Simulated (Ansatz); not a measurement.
Cost and result for the atomization energy of C$_{2}$H$_{2}$BF (`FB1C=C1`) (6 atoms, 6 bonds).

Charge 0, multiplicity 1. The geometry is a stationary point of PBE0-D4/def2-TZVP. Program: Ansatz. All runs use 2 threads of an AMD EPYC 7B13 on a shared host. Times are those of one run each, without the atoms' runs, and a repeat can differ threefold. Electronic energies, without spin–orbit coupling; frozen cores. CCSD(T)/CBS adds CCSD(T) − MP2 in def2-TZVPP to the MP2 limit, and its time is that of the two runs behind it. T1 = 0.012.

CCSD(T)/CBS is a level of theory with its own doubt, some kJ/mol a heavy atom from the limit and from the frozen cores, so smaller differences don't rank the functionals.

| level | functions | wall time | atomization (kJ/mol) | difference from CCSD(T)/CBS | per bond |
| --- | --- | --- | --- | --- | --- |
| LDA (SPW92)/def2-TZVPP | 152 | 0.65 s | 3148.6 | 454.5 | 75.7 |
| CCSD(T)/def2-SVP | 66 | 0.75 s | 2604.9 | -89.2 | -14.9 |
| revPBE-D4/def2-TZVPP | 152 | 0.95 s | 2730.3 | 36.2 | 6.0 |
| BLYP-D4/def2-TZVPP | 152 | 1.1 s | 2720.9 | 26.8 | 4.5 |
| CAM-B3LYP-D4/def2-TZVPP | 152 | 1.4 s | 2729.7 | 35.6 | 5.9 |
| r2SCAN-D4/def2-TZVPP (with forces) | 152 | 2 s | 2740.5 | 46.4 | 7.7 |
| PBE-QIDH/def2-TZVPP | 152 | 2.2 s | 2724.1 | 30.0 | 5.0 |
| B2PLYP/def2-TZVPP | 152 | 2.3 s | 2698.2 | 4.1 | 0.7 |
| B97M-V/def2-TZVPP | 152 | 3.6 s | 2743.0 | 48.9 | 8.1 |
| ωB97M-V/def2-TZVPP (with forces) | 152 | 4 s | 2728.7 | 34.6 | 5.8 |
| CCSD(T)/def2-TZVPP | 152 | 7 s | 2628.8 | -65.3 | -10.9 |
| MP2/def2-QZVPP | 288 | 7 s | 2769.5 | 75.4 | 12.6 |
| CCSD(T)/CBS(def2) | – | 14 s | 2694.1 | 0.0 | 0.0 |

From r2SCAN to r2SCAN0 (25 % exact exchange), in def2-TZVPP and without D4, the atomization energy moves by −52.0 kJ/mol: exact exchange takes away binding that semilocal exchange gives to molecules. Leaving LDA and LC-ωPBE aside and taking each functional with its dispersion term where it has one, the values, not all of them listed here, spread over 195.5 kJ/mol, from BHLYP-D4 to PBE-D4. LDA lies +340.1 kJ/mol from PBE without D4, its usual overbinding. The D4 term adds +12.9 kJ/mol with B3LYP and +6.6 kJ/mol with PBE0; it sums over pairs of atoms, weighted by their polarisabilities, and B3LYP, whose exchange is more repulsive, gets the larger term.

B3LYP here is the variant with VWN-RPA as its local correlation; programs differ in this.
